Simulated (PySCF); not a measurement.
# Working out the ionisation energy of Tl

Tl [Xe] 4f14 5d10 6s2 6p1 (2P) → Tl⁺ [Xe] 4f14 5d10 6s2 (1S). Calculation: PySCF 2.14, in def2-TZVP with the def2 core potential (60 electrons) (6s5p3d2f, 50 functions); scalar relativity through the core potential. Frozen: 5s2 5p6 5d10. Energies in hartree (1 hartree = 27.21139 eV):

```tsv
part	Tl (lower)	Tl⁺ (upper)
UHF	-171.514999	-171.330783
CCSD correlation	-0.035242	-0.027466
(T)	-0.000484	0.000000
```

What does Hartree-Fock give?

(-171.330783) − (-171.514999) = 0.184216 hartree = 5.013 eV.

What do CCSD and CCSD(T) give?

The CCSD correlation energies differ by 0.007776 hartree = 0.212 eV and the triples by 0.000484 hartree = 0.013 eV, so CCSD gives 5.225 eV and CCSD(T) 5.238 eV.

Measured between the centres of the two terms (NIST): 5.464 eV, so CCSD(T) (valence) is off by -0.226 eV.

What remains against the reference includes basis incompleteness, the frozen core and higher excitations.
